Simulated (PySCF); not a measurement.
Compound: CH₉NSi₂Te.
SMILES with atom numbers: `[CH3:1][Si@H:2]([TeH:3])[SiH2:4][NH2:5]` (hydrogens: H6, H7, H8 on C1; H9 on Si2; H10 on Te3; H11, H12 on Si4; H13, H14 on N5)

Computed by this run: PBE0-D3(BJ)/def2-SVP geometry optimisation, gas phase, def2 core potentials past Kr in PySCF 2.14.0; density fitting, grid level 1; the optimiser is geomeTRIC in internal coordinates, started from a GFN2-xTB structure with every atom displaced at random (about 0.01 Å).

Step 11: E = -25707.5480 eV
```
atom  x, y, z in Å  |  force x, y, z in eV/Å
C1     -2.2920   -0.1946   -0.1198    0.048   0.049   0.032
Si2    -0.6374    0.1745    0.6985   -0.074   0.015  -0.027
Te3    -0.0982    2.6396    0.5312    0.009  -0.019  -0.009
Si4     1.1384   -1.0225   -0.2594    0.041   0.012   0.004
N5      2.5683   -0.1599    0.1663   -0.040   0.013   0.104
H6     -2.5568   -1.2531    0.0221   -0.032  -0.049   0.000
H7     -3.0830    0.4339    0.3152   -0.019  -0.019  -0.011
H8     -2.2364    0.0074   -1.2001   -0.009  -0.001   0.002
H9     -0.7228   -0.0254    2.1797    0.024  -0.017   0.001
H10    -0.1227    2.5621   -1.1338    0.019   0.005   0.004
H11     1.1787   -2.4283    0.2598   -0.010  -0.010  -0.007
H12     0.8639   -1.1459   -1.7349   -0.029   0.024  -0.007
H13     2.4957    0.8202    0.4215    0.028  -0.005  -0.074
H14     3.4934   -0.4192   -0.1488    0.045   0.001  -0.013
```

Step 12: E = -25707.5586 eV
```
atom  x, y, z in Å  |  force x, y, z in eV/Å
C1     -2.3286   -0.2398   -0.0588    0.078   0.088   0.019
Si2    -0.6457    0.1911    0.6689   -0.101   0.051  -0.023
Te3    -0.1534    2.6566    0.3989    0.043  -0.020  -0.026
Si4     1.1357   -0.9604   -0.3214    0.055   0.002   0.019
N5      2.5659   -0.2031    0.2814   -0.075   0.006   0.091
H6     -2.5757   -1.2937    0.1355   -0.028  -0.062   0.008
H7     -3.1038    0.3999    0.3887   -0.028  -0.030  -0.014
H8     -2.3259   -0.0749   -1.1468   -0.012  -0.009   0.003
H9     -0.6624    0.0557    2.1595    0.017  -0.051  -0.001
H10     0.0193    2.4779   -1.2501   -0.003   0.010   0.009
H11     1.1226   -2.4147    0.0374   -0.004  -0.013  -0.001
H12     0.9322   -0.9086   -1.8129   -0.034   0.027  -0.006
H13     2.5173    0.7779    0.5390    0.030   0.005  -0.062
H14     3.4918   -0.4749   -0.0218    0.064  -0.005  -0.018
```

**Question.** Estimate the geometry and energy of step 13. (The exact step hangs on the optimiser's Hessian estimate; all steps are aligned on step 12, rigid shifts and turns removed.)

**Answer.** E = -25707.5627 eV, largest force 0.082 eV/Å
```
atom  x, y, z in Å  |  force x, y, z in eV/Å
C1     -2.3433   -0.2546   -0.0408    0.051   0.064   0.001
Si2    -0.6550    0.1959    0.6601   -0.063   0.052   0.000
Te3    -0.1612    2.6584    0.3588    0.037  -0.016  -0.017
Si4     1.1345   -0.9370   -0.3336    0.025  -0.012   0.007
N5      2.5626   -0.2137    0.3186   -0.044   0.001   0.057
H6     -2.5816   -1.3092    0.1654   -0.009  -0.035   0.008
H7     -3.1193    0.3816    0.4103   -0.020  -0.022  -0.008
H8     -2.3580   -0.0990   -1.1302   -0.007  -0.009   0.002
H9     -0.6498    0.0707    2.1517    0.005  -0.041  -0.001
H10     0.0861    2.4504   -1.2771   -0.014   0.003   0.004
H11     1.1123   -2.4022   -0.0234    0.004  -0.007  -0.002
H12     0.9461   -0.8307   -1.8248   -0.019   0.019  -0.004
H13     2.5292    0.7755    0.5465    0.015   0.013  -0.039
H14     3.4865   -0.4970    0.0160    0.038  -0.010  -0.009
```

The energy changes by -0.0041 eV. The first-order estimate −F·Δx gives -0.0053 eV and the mean of the old and new forces, exact on a quadratic surface, -0.0038 eV. The step makes an angle of 83° with the force vector and moves no atom by more than 0.080 Å.

What follows is the cost of the whole optimisation. Hardware: an Arm Neoverse V1 with one thread, shared host with 32 logical CPUs at a one-minute load of 11. Cost: 2.8 min of wall time, 0.59 GiB resident at most.
